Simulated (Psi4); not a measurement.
ClIn, singlet, geometry from GFN2-xTB (such geometries of metal compounds can be far from the true shape) (all electrons, no relativity).

The Psi4 input:
```
memory 2 GB

molecule mol {
0 1
In   -0.000000   -0.000000   -0.614930
Cl    0.000000    0.000000    1.772445
}

set {
  basis sto-3g
  reference rks
  scf_type pk
}

energy('blyp')
print_variables()
```

### Question
What does this run give for the number of basis functions, nuclear repulsion energy, dipole moment, total energy?

### Answer

```yaml
number_of_basis_functions: 36
nuclear_repulsion_energy: 184.6399 Eh
dipole_moment: 2.78 D
total_energy: -6139.8828 Eh
```
